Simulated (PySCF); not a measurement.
Spectra and structures to be paired. Method: TDDFT PBE0/def2-SVPD, vertical, gas phase, core orbitals frozen in the response, def2 core potentials past Kr in PySCF. Geometries: PBE0-D3(BJ)/def2-SVP; one conformer of each isolated species. Triplets are in the Tamm–Dancoff approximation. Atoms past krypton carry core potentials; spin–orbit coupling is left out.

A. `[SiH3][O][Nb](=[Se])([O][SiH3])[O][SiH3]`
B. `Cc1nn2ccccc2p1`
C. `C[C]#[Mo]([F])([F])[F]`
D. `C(/OC(=O)C)=C/OC=C`

Lowest singlet levels (six at most, fewer where fewer were computed) with oscillator strengths:

1. 3.57 eV (f 0.000); 3.80 eV (f 0.006 summed over 2 states); 4.45 eV (f 0.038); 4.66 eV (f 0.000 summed over 2 states); 4.87 eV (f 0.027 summed over 2 states); 4.97 eV (f 0.000) [of 10 roots; the last level is left out, as the window may have cut its degenerate partner]; T1 3.00 eV
2. 5.22 eV (f 0.400); 5.84 eV (f 0.002); 5.89 eV (f 0.223 summed over 2 states); 6.38 eV (f 0.000) [of 6 roots; the last level is left out, as the window may have cut its degenerate partner]
3. 3.41 eV (f 0.000); 3.75 eV (f 0.011); 3.78 eV (f 0.001 summed over 2 states); 5.13 eV (f 0.029 summed over 2 states); 5.19 eV (f 0.000); 5.51 eV (f 0.004 summed over 2 states) [of 10 roots; the last level is left out, as the window may have cut its degenerate partner]; T1 2.83 eV
4. 3.75 eV (f 0.047); 4.48 eV (f 0.117); 5.07 eV (f 0.003); 5.31 eV (f 0.108); 5.33 eV (f 0.001); 5.68 eV (f 0.488); T1 2.72 eV

**Question.** Match each spectrum to its molecule.

**Answer.** 1 = A, 2 = D, 3 = C, 4 = B.
- A: S1 at 3.57 eV, HOMO-1/HOMO→LUMO/LUMO+1 (≥81%); for S1 the Löwdin share of niobium is 20% in HOMO-1 and 59% in LUMO; HOMO -7.06 and LUMO -1.79 eV.
- B: S1 at 3.75 eV, HOMO→LUMO (91%); Löwdin shares by element: HOMO phosphorus 34%, carbon 29% or more (atoms not listed hold the other 36%); LUMO carbon 51% or more, nitrogen 12% or more (atoms not listed hold the other 37%); HOMO -5.97 and LUMO -1.40 eV.
- C: S1 at 3.41 eV, HOMO-1/HOMO→LUMO/LUMO+1 (≥93%); for S1 the Löwdin share of molybdenum is 38% in HOMO and 63% in LUMO; HOMO -7.78 and LUMO -2.14 eV; point group C3v, 2 of its 9 listed states under f = 0.0005.
- D: S1 at 5.22 eV, HOMO→LUMO (98%); Löwdin shares by element: HOMO carbon 52% or more, oxygen 20% or more (atoms not listed hold the other 28%); LUMO carbon 50% or more, oxygen 20% or more (atoms not listed hold the other 30%); HOMO -6.35 and LUMO -0.42 eV.

A slash joins orbitals within 0.01 eV of each other, whose weights are summed (≥ marks a lower bound).
